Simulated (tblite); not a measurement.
Record of a relaxation.

C5H13GeNO.
SMILES with atom numbers: `[CH3:1][C:2](=[O:3])[C@:4]([CH3:5])([GeH3:6])[CH2:7][NH2:8]` (hydrogens: H9, H10, H11 on C1; H12, H13, H14 on C5; H15, H16, H17 on Ge6; H18, H19 on C7; H20, H21 on N8)

Computed with GFN2-xTB (tblite), gas phase: L-BFGS steps from a force-field or distance-geometry start until the largest atomic force falls under 0.01 eV/Å. 3 of its 181 geometries are shown.

Step 0: E = -712.5277 eV, largest atomic force 3.031 eV/Å
```
atom  x, y, z in Å  |  force x, y, z in eV/Å
C1      2.478   -0.491    0.093    1.183   0.827  -0.099
C2      1.106   -0.846   -0.323    0.169  -2.959  -0.636
O3      0.972   -1.956   -0.862   -0.054   1.319   0.586
C4     -0.054    0.035   -0.102    0.007  -0.289  -1.254
C5      0.223    1.314   -0.828    0.485   1.824  -0.487
Ge6    -0.406    0.494    1.729   -0.764   0.616   1.722
C7     -1.238   -0.728   -0.663   -0.160  -2.043   1.579
N8     -2.486   -0.038   -0.542   -2.476  -0.463  -0.692
H9      2.574   -0.255    1.171   -0.100  -0.015  -0.600
H10     3.149   -1.324   -0.185   -0.312   0.332   0.346
H11     2.793    0.378   -0.525    0.028  -0.358   0.595
H12    -0.484    2.130   -0.532    0.208  -0.762  -0.500
H13     1.215    1.675   -0.484   -0.463   0.015  -0.359
H14     0.250    1.207   -1.936   -0.142   0.040   0.778
H15     0.430   -0.262    2.766   -0.203   0.169  -0.226
H16    -1.907    0.242    2.050    0.808   0.125   0.021
H17    -0.164    2.021    1.908   -0.031  -0.694   0.014
H18    -1.333   -1.631    0.023    0.503   0.247  -0.704
H19    -1.038   -1.161   -1.646    0.010   0.497  -0.106
H20    -3.051   -0.347   -1.383    0.509   0.844   1.161
H21    -3.038   -0.439    0.272    0.794   0.729  -1.139
```

Step 90: E = -713.4949 eV, largest atomic force 0.044 eV/Å
```
atom  x, y, z in Å  |  force x, y, z in eV/Å
C1      2.481   -0.325    0.007   -0.015  -0.009  -0.007
C2      1.128   -0.984   -0.114   -0.016   0.036   0.001
O3      1.006   -2.188   -0.102    0.029   0.010   0.007
C4     -0.056   -0.065   -0.157   -0.016   0.034   0.023
C5      0.182    1.234   -0.917    0.013  -0.004  -0.004
Ge6    -0.396    0.339    1.802   -0.009  -0.009  -0.015
C7     -1.281   -0.803   -0.692    0.008   0.002   0.014
N8     -2.494   -0.115   -0.275    0.002   0.016  -0.017
H9      2.458    0.422    0.801    0.012  -0.005  -0.017
H10     3.232   -1.078    0.230    0.004  -0.001   0.001
H11     2.740    0.167   -0.930   -0.002  -0.012   0.021
H12    -0.710    1.859   -0.870    0.026  -0.033   0.002
H13     1.004    1.805   -0.491   -0.012   0.001   0.014
H14     0.407    1.031   -1.965   -0.016   0.002  -0.001
H15     0.452   -0.531    2.683   -0.005   0.010  -0.020
H16    -1.810    0.218    2.247    0.033  -0.003  -0.008
H17     0.071    1.752    2.033   -0.014  -0.006   0.016
H18    -1.288   -1.802   -0.251   -0.014  -0.011  -0.006
H19    -1.195   -0.915   -1.784   -0.007  -0.019  -0.017
H20    -2.643    0.712   -0.845    0.014  -0.002   0.003
H21    -3.299   -0.716   -0.412   -0.015   0.002   0.012
```

Step 180: E = -713.6466 eV, largest atomic force 0.010 eV/Å
```
atom  x, y, z in Å  |  force x, y, z in eV/Å
C1      2.499   -0.489   -0.055    0.002   0.000   0.005
C2      1.090   -1.023   -0.023    0.001   0.002   0.000
O3      0.864   -2.196    0.189   -0.001   0.003  -0.001
C4     -0.018   -0.033   -0.177   -0.003  -0.003  -0.001
C5      0.347    1.248   -0.910   -0.001  -0.005   0.002
Ge6    -0.564    0.347    1.736    0.000  -0.003   0.009
C7     -1.270   -0.687   -0.756   -0.003  -0.001  -0.002
N8     -2.430   -0.068   -0.126   -0.001   0.001  -0.007
H9      2.607    0.311    0.676    0.003   0.001   0.001
H10     3.196   -1.290    0.177    0.000  -0.004   0.001
H11     2.726   -0.089   -1.041    0.002  -0.004   0.001
H12    -0.528    1.894   -0.975   -0.004   0.004   0.000
H13     1.123    1.802   -0.386    0.001   0.006   0.001
H14     0.690    1.037   -1.923    0.003   0.004  -0.005
H15     0.694    0.591    2.546   -0.002   0.002  -0.002
H16    -1.275   -0.797    2.360    0.010   0.001  -0.002
H17    -1.347    1.619    1.826    0.005  -0.002  -0.003
H18    -1.257   -1.742   -0.475    0.001   0.002   0.004
H19    -1.281   -0.618   -1.854   -0.002   0.001   0.001
H20    -2.613    0.836   -0.550   -0.006  -0.006   0.001
H21    -3.260   -0.635   -0.258   -0.005   0.003  -0.003
```

Question: Summarise the path.

Answer: The energy falls by 1.1190 eV from step 0 to step 180; nine tenths of that is first reached at step 134. It rises by more than 0.2 meV at step 136. The largest force goes from 3.031 to 0.010 eV/Å. Among the bonds C4–Ge6 changes most, from 1.920 to 2.025 Å; the atoms move by 0.710 Å rms after alignment.

Question: Follow the three bonds and two angles with the largest change from start to end.

Answer: 
```json
{"step": "0", "E above end (eV)": "1.1190", "largest force (eV/Å)": "3.031", "C4–Ge6 (Å)": "1.920", "Ge6–H16 (Å)": "1.556", "Ge6–H17 (Å)": "1.556", "C2–C4–Ge6 (°)": "115.5", "C2–C4–C5 (°)": "107.1"}
{"step": "8", "E above end (eV)": "0.5359", "largest force (eV/Å)": "0.353", "C4–Ge6 (Å)": "1.992", "Ge6–H16 (Å)": "1.492", "Ge6–H17 (Å)": "1.496", "C2–C4–Ge6 (°)": "115.7", "C2–C4–C5 (°)": "109.3"}
{"step": "16", "E above end (eV)": "0.3975", "largest force (eV/Å)": "0.332", "C4–Ge6 (Å)": "2.041", "Ge6–H16 (Å)": "1.488", "Ge6–H17 (Å)": "1.490", "C2–C4–Ge6 (°)": "112.5", "C2–C4–C5 (°)": "112.1"}
{"step": "23", "E above end (eV)": "0.3383", "largest force (eV/Å)": "0.156", "C4–Ge6 (Å)": "2.025", "Ge6–H16 (Å)": "1.490", "Ge6–H17 (Å)": "1.498", "C2–C4–Ge6 (°)": "110.3", "C2–C4–C5 (°)": "113.2"}
{"step": "31", "E above end (eV)": "0.3059", "largest force (eV/Å)": "0.194", "C4–Ge6 (Å)": "2.014", "Ge6–H16 (Å)": "1.488", "Ge6–H17 (Å)": "1.499", "C2–C4–Ge6 (°)": "108.0", "C2–C4–C5 (°)": "113.5"}
{"step": "39", "E above end (eV)": "0.2666", "largest force (eV/Å)": "0.165", "C4–Ge6 (Å)": "2.021", "Ge6–H16 (Å)": "1.486", "Ge6–H17 (Å)": "1.501", "C2–C4–Ge6 (°)": "104.7", "C2–C4–C5 (°)": "113.9"}
{"step": "47", "E above end (eV)": "0.2308", "largest force (eV/Å)": "0.216", "C4–Ge6 (Å)": "2.033", "Ge6–H16 (Å)": "1.487", "Ge6–H17 (Å)": "1.505", "C2–C4–Ge6 (°)": "102.8", "C2–C4–C5 (°)": "113.4"}
{"step": "55", "E above end (eV)": "0.1881", "largest force (eV/Å)": "0.247", "C4–Ge6 (Å)": "2.026", "Ge6–H16 (Å)": "1.484", "Ge6–H17 (Å)": "1.505", "C2–C4–Ge6 (°)": "103.1", "C2–C4–C5 (°)": "113.4"}
{"step": "63", "E above end (eV)": "0.1690", "largest force (eV/Å)": "0.106", "C4–Ge6 (Å)": "2.027", "Ge6–H16 (Å)": "1.487", "Ge6–H17 (Å)": "1.508", "C2–C4–Ge6 (°)": "103.4", "C2–C4–C5 (°)": "113.5"}
{"step": "70", "E above end (eV)": "0.1584", "largest force (eV/Å)": "0.073", "C4–Ge6 (Å)": "2.025", "Ge6–H16 (Å)": "1.485", "Ge6–H17 (Å)": "1.507", "C2–C4–Ge6 (°)": "103.0", "C2–C4–C5 (°)": "113.7"}
{"step": "78", "E above end (eV)": "0.1545", "largest force (eV/Å)": "0.045", "C4–Ge6 (Å)": "2.028", "Ge6–H16 (Å)": "1.486", "Ge6–H17 (Å)": "1.507", "C2–C4–Ge6 (°)": "102.6", "C2–C4–C5 (°)": "114.1"}
{"step": "86", "E above end (eV)": "0.1529", "largest force (eV/Å)": "0.043", "C4–Ge6 (Å)": "2.024", "Ge6–H16 (Å)": "1.484", "Ge6–H17 (Å)": "1.506", "C2–C4–Ge6 (°)": "102.9", "C2–C4–C5 (°)": "114.3"}
{"step": "94", "E above end (eV)": "0.1509", "largest force (eV/Å)": "0.024", "C4–Ge6 (Å)": "2.025", "Ge6–H16 (Å)": "1.485", "Ge6–H17 (Å)": "1.506", "C2–C4–Ge6 (°)": "103.2", "C2–C4–C5 (°)": "114.3"}
{"step": "102", "E above end (eV)": "0.1502", "largest force (eV/Å)": "0.023", "C4–Ge6 (Å)": "2.024", "Ge6–H16 (Å)": "1.484", "Ge6–H17 (Å)": "1.505", "C2–C4–Ge6 (°)": "103.1", "C2–C4–C5 (°)": "114.4"}
{"step": "110", "E above end (eV)": "0.1491", "largest force (eV/Å)": "0.026", "C4–Ge6 (Å)": "2.024", "Ge6–H16 (Å)": "1.485", "Ge6–H17 (Å)": "1.504", "C2–C4–Ge6 (°)": "102.9", "C2–C4–C5 (°)": "114.5"}
{"step": "117", "E above end (eV)": "0.1482", "largest force (eV/Å)": "0.049", "C4–Ge6 (Å)": "2.027", "Ge6–H16 (Å)": "1.486", "Ge6–H17 (Å)": "1.505", "C2–C4–Ge6 (°)": "102.7", "C2–C4–C5 (°)": "114.5"}
{"step": "125", "E above end (eV)": "0.1454", "largest force (eV/Å)": "0.060", "C4–Ge6 (Å)": "2.025", "Ge6–H16 (Å)": "1.483", "Ge6–H17 (Å)": "1.502", "C2–C4–Ge6 (°)": "103.1", "C2–C4–C5 (°)": "114.2"}
{"step": "133", "E above end (eV)": "0.1198", "largest force (eV/Å)": "0.175", "C4–Ge6 (Å)": "2.024", "Ge6–H16 (Å)": "1.492", "Ge6–H17 (Å)": "1.502", "C2–C4–Ge6 (°)": "105.7", "C2–C4–C5 (°)": "113.3"}
{"step": "141", "E above end (eV)": "0.0677", "largest force (eV/Å)": "0.235", "C4–Ge6 (Å)": "2.021", "Ge6–H16 (Å)": "1.492", "Ge6–H17 (Å)": "1.502", "C2–C4–Ge6 (°)": "108.2", "C2–C4–C5 (°)": "113.7"}
{"step": "149", "E above end (eV)": "0.0302", "largest force (eV/Å)": "0.102", "C4–Ge6 (Å)": "2.022", "Ge6–H16 (Å)": "1.484", "Ge6–H17 (Å)": "1.497", "C2–C4–Ge6 (°)": "107.1", "C2–C4–C5 (°)": "115.0"}
{"step": "157", "E above end (eV)": "0.0122", "largest force (eV/Å)": "0.153", "C4–Ge6 (Å)": "2.017", "Ge6–H16 (Å)": "1.481", "Ge6–H17 (Å)": "1.490", "C2–C4–Ge6 (°)": "105.6", "C2–C4–C5 (°)": "115.5"}
{"step": "164", "E above end (eV)": "0.0025", "largest force (eV/Å)": "0.044", "C4–Ge6 (Å)": "2.023", "Ge6–H16 (Å)": "1.484", "Ge6–H17 (Å)": "1.495", "C2–C4–Ge6 (°)": "103.4", "C2–C4–C5 (°)": "115.4"}
{"step": "172", "E above end (eV)": "0.0005", "largest force (eV/Å)": "0.020", "C4–Ge6 (Å)": "2.026", "Ge6–H16 (Å)": "1.486", "Ge6–H17 (Å)": "1.496", "C2–C4–Ge6 (°)": "103.2", "C2–C4–C5 (°)": "115.5"}
{"step": "180", "E above end (eV)": "0.0000", "largest force (eV/Å)": "0.010", "C4–Ge6 (Å)": "2.025", "Ge6–H16 (Å)": "1.485", "Ge6–H17 (Å)": "1.496", "C2–C4–Ge6 (°)": "103.1", "C2–C4–C5 (°)": "115.5"}
```

What follows is the cost of the whole relaxation. Hardware: Intel Xeon Platinum 8259CL at 2.50 GHz, one thread, no GPU, on a shared host. Cost: 2.4 s wall.
